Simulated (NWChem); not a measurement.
System: C₃H₂BFO; SMILES C#CB(F)C=O

Output (shortened):

```
             Northwest Computational Chemistry Package (NWChem) 7.3.0
             --------------------------------------------------------

                             Geometry "geometry" -> ""
                             -------------------------

 Output coordinates in angstroms (scale by  1.889725989 to convert to a.u.)

  No.       Tag          Charge          X              Y              Z
 ---- ---------------- ---------- -------------- -------------- --------------
    1 C                    6.0000     0.99610900    -2.32732300     0.21688700
    2 C                    6.0000     0.32217900    -1.33886400     0.00813700
    3 B                    5.0000    -0.47820700    -0.08127000    -0.25218300
    4 F                    9.0000    -1.80281200    -0.12828900    -0.37103200
    5 C                    6.0000     0.20960900     1.36412900    -0.39881300
    6 O                    8.0000     1.41297900     1.53629000    -0.30874800
    7 H                    1.0000     1.58822600    -3.19696800     0.40053200
    8 H                    1.0000    -0.46286600     2.23587200    -0.59135300

 Effective nuclear repulsion energy (a.u.)     174.1815372334

                              NWChem Property Module
                              ----------------------

  itol2e modified to match energy
  convergence criterion.

                                 NWChem DFT Module
                                 -----------------

 Summary of "ao basis" -> "ao basis" (spherical)
 ------------------------------------------------------------------------------
       Tag                 Description            Shells   Functions and Types
 ---------------- ------------------------------  ------  ---------------------
 C                          pcsseg-1                 7       17   3s3p1d
 B                          pcsseg-1                 7       17   3s3p1d
 F                          pcsseg-1                 7       17   3s3p1d
 O                          pcsseg-1                 7       17   3s3p1d
 H                          pcsseg-1                 3        5   2s1p

  itol2e modified to match energy
  convergence criterion.

[...]

          -----------------------------------------
          Chemical Shielding Tensors (GIAO, in ppm)
          -----------------------------------------

                                NWChem CPHF Module
                                ------------------

  scftype          =     RHF
  nclosed          =       21
  nopen            =        0
  variables        =     1911
  # of vectors     =        3
  tolerance        = 0.10D-03
  level shift      = 0.00D+00
  max iterations   =       50
  max subspace     =       30

 SCF residual:    7.0815966764450401E-005

Iterative solution of linear equations
  No. of variables     1911
  No. of equations        3
  Maximum subspace       30
        Iterations       50
       Convergence  1.0D-04

   iter   nsub   residual    time
   ----  ------  --------  ---------
     1      3    1.42D+00     125.7
     2      6    5.20D-01     138.9
     3      9    7.74D-02     150.4
     4     12    1.15D-02     163.0
     5     15    2.30D-03     174.2
     6     18    4.19D-04     185.8
     7     21    5.68D-05     196.9

      Atom:    1  C
        Diamagnetic
    260.4064    -12.5357      2.5364
    -12.5357    270.8331     -3.7973
      2.5364     -3.7973    253.8445

        Paramagnetic
   -210.4663    -85.4037     15.7063
    -85.4037   -127.3473    -25.2128
     15.7063    -25.2128   -238.9304

        Total Shielding Tensor
     49.9400    -97.9394     18.2428
    -97.9394    143.4858    -29.0101
     18.2428    -29.0101     14.9141

           isotropic =      69.4466
          anisotropy =     212.6750

          Principal Components and Axis System
                 1           2           3
              211.2299    -11.8221      8.9320

      1        -0.5254      0.8457     -0.0935
      2         0.8333      0.5337      0.1444
      3        -0.1720      0.0020      0.9851

      Atom:    2  C
        Diamagnetic
    255.2129    -19.1584      4.2630
    -19.1584    271.1719     -6.4037
      4.2630     -6.4037    241.2343

        Paramagnetic
   -159.4882   -110.9961     24.0636
   -110.9961    -75.8399    -34.8309
     24.0636    -34.8309   -234.3022

        Total Shielding Tensor
     95.7246   -130.1546     28.3266
   -130.1546    195.3320    -41.2346
     28.3266    -41.2346      6.9320

           isotropic =      99.3296
          anisotropy =     291.4296

          Principal Components and Axis System
                 1           2           3
              293.6160      6.1706     -1.7979

      1        -0.5584      0.8243     -0.0936
      2         0.8116      0.5662      0.1442
      3        -0.1719     -0.0045      0.9851

      Atom:    3  B
        Diamagnetic
    201.3970      0.1119      2.1643
      0.1119    198.9807     -3.0011
      2.1643     -3.0011    179.0815

        Paramagnetic
   -118.3358    -13.6804     -1.0785
    -13.6804   -130.3565      5.2651
     -1.0785      5.2651    -86.3988

        Total Shielding Tensor
     83.0611    -13.5685      1.0858
    -13.5685     68.6242      2.2640
      1.0858      2.2640     92.6827

           isotropic =      81.4560
          anisotropy =      17.1779

          Principal Components and Axis System
                 1           2           3
               92.9079     91.1794     60.2807

      1        -0.0781      0.8549      0.5129
      2         0.1357     -0.5006      0.8550
      3         0.9877      0.1364     -0.0769

      Atom:    4  F
        Diamagnetic
    490.0967      1.3000      2.4310
      1.3000    461.3076      0.2958
      2.4310      0.2958    462.6705

[...]
```

Level: BHandHLYP/pcSseg-1, GIAO. Coordinates come from a B3LYP/6-31G* (spherical d) optimisation. The printed shielding anisotropy is the first printed principal value minus the mean of the other two.

### Question
Which NWChem input produces such a log?

### Answer
Several could match; the one computed here: the input that was run:
```
start job
memory heap 200 mb stack 700 mb global 900 mb
geometry units angstroms noautosym nocenter noautoz
  C      0.996109    -2.327323     0.216887
  C      0.322179    -1.338864     0.008137
  B     -0.478207    -0.081270    -0.252183
  F     -1.802812    -0.128289    -0.371032
  C      0.209609     1.364129    -0.398813
  O      1.412979     1.536290    -0.308748
  H      1.588226    -3.196968     0.400532
  H     -0.462866     2.235872    -0.591353
end
basis spherical
  C library pcsseg-1
  B library pcsseg-1
  F library pcsseg-1
  O library pcsseg-1
  H library pcsseg-1
end
dft
  xc bhlyp
  iterations 150
end
property
  shielding
end
task dft property
```
